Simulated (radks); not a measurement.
The numbers below are computed, except where a source is named.
Q: All-electron atom: Ir1.5+ in [Xe] 4f14 5d5.5 6s1 6p1 (fractional occupations, a model configuration). Level of theory: scalar-relativistic Kohn-Sham, SCAN, spin-unpolarised, spherical densities, finite nucleus; meta-GGA in the generalised Kohn-Sham scheme; Fermi nuclear charge, rms radius 5.4032 fm (a radial shooting solver on a logarithmic mesh with Libxc functionals). Some entries of the table are withheld. Estimate them.

orbital  occ.  eigenvalue (hartree)  r(max) (bohr)
1s          2             -2800.881        0.01082
2s          2             -491.6050        0.06225
2p          6             -427.0958        0.05138
3s          2             -116.0000         0.1754
3p          6             -97.02336         0.1743
3d         10             -76.08544         0.1423
4s          2                   (1)         0.3974
4p          6             -19.29221         0.4174
4d         10             -11.58297         0.4263
5s          2                   (2)         0.8875
4f         14              -3.04953         0.3955
5p          6              -2.75524          1.001
5d        5.5              -0.91486          1.266
6s          1              -0.76044          2.203
6p          1              -0.45669          2.758

A: 
(1) 4s eigenvalue (hartree): -25.54460
(2) 5s eigenvalue (hartree): -4.37936
